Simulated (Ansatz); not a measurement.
Reaction (ligand exchange at a B–C bond): `B/C=C(\F)C=C` + `[OH][GeH3]` → `B[O][GeH3]` + `C=CC(=C)F`

Gas-phase electronic energies from Ansatz, PBE0-D4/def2-TZVP geometries. CCSD(T)/CBS is the MP2 limit (def2-TZVPP, def2-QZVPP) plus CCSD(T) − MP2 in def2-TZVPP, frozen cores. Functionals use def2-TZVPP. B3LYP here is the variant with VWN-RPA as its local correlation; programs differ in this. For Ge outer-core shells are correlated without core-valence functions, which leaves a few kJ/mol of doubt a bond. Scalar relativity is left out up to krypton. One conformer a species, not always the lowest.

```tsv
level	ΔE (kJ/mol)	difference from CCSD(T)/CBS
PBE-D4	-101.4	9.5
r2SCAN-D4	-104.1	6.8
PBE0-D4	-103.1	7.8
B3LYP-D4	-109.7	1.2
ωB97X-V	-110.5	0.4
ωB97M-V	-110.8	0.1
B2PLYP	-111.0	-0.1
PBE	-101.9	9.0
r2SCAN	-104.3	6.6
PBE0	-103.6	7.3
B3LYP	-110.3	0.6
HF/def2-TZVPP	-116.1	-5.2
MP2/def2-TZVPP	-109.5	1.4
SCS-MP2/def2-TZVPP	-112.9	-2.0
CCSD/def2-TZVPP	-114.5	-3.6
CCSD(T)/def2-TZVPP	-113.2	-2.3
HF/def2-QZVPP	-116.7	-5.8
MP2/def2-QZVPP	-108.4	2.5
SCS-MP2/def2-QZVPP	-111.8	-0.9
HF/CBS(def2)	-116.7	-5.8
MP2/CBS(def2)	-107.3	3.6
CCSD/CBS(def2)	-112.2	-1.3
CCSD(T)/CBS	-110.9	0
```

Largest T1 diagnostic among the species: 0.013.
